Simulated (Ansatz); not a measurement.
Al (SMILES [Al-]), charge -1, triplet (a gas-phase anion, which may not be bound at this level); MP2/def2-SVPD in Ansatz (a program for electronic structure).

The Ansatz input:
Ansatz 0.2 input:
```yaml
crystal:
  periodic: [false, false, false]
  atoms:
    - {symbol: Al, position_ang: [0.00000000, 0.00000000, 0.00000000]}
basis:
  gaussian:
    orbitals: def2-SVPD
total_charge: -1
magnetization: {spin_polarized: true, initial_magnetization: 2}
correlation: {method: mp2}
```

The log (banner, timings and long lists left out):

```
Functional definition: HF
129 factors; integrals over basis functions are off by at most 2.3e-4 eV
mean field evaluation 1: about -6578.6522 eV, gradient 4.3e0 eV
mean field evaluation 2: about -6578.6524 eV, gradient 4.3e0 eV
mean field evaluation 4: about -6579.0226 eV, gradient 5.0e-1 eV
mean field evaluation 8: about -6579.0307 eV, gradient 1.7e-3 eV
mean field evaluation 16: about -6579.0307 eV, gradient 6.4e-6 eV
mean field evaluation 32: about -6579.0307 eV, gradient 1.6e-2 eV
mean field -6579.03066010 eV, -241.7749173314 hartree, gradient 2.1e-6 eV, S^2 2.022005; 5 other end points of the search recorded, 0 dependent functions left out
5 core orbitals not correlated
reference -6579.03066010 eV, -241.7749173314 hartree; 3, 1 occupied and 16, 18 virtual orbitals, 129 factors
second order -1.06429450 eV of doubles, -0.00000000 eV of singles
Total energy: -6580.09495460 eV, -241.8140294330 hartree
```
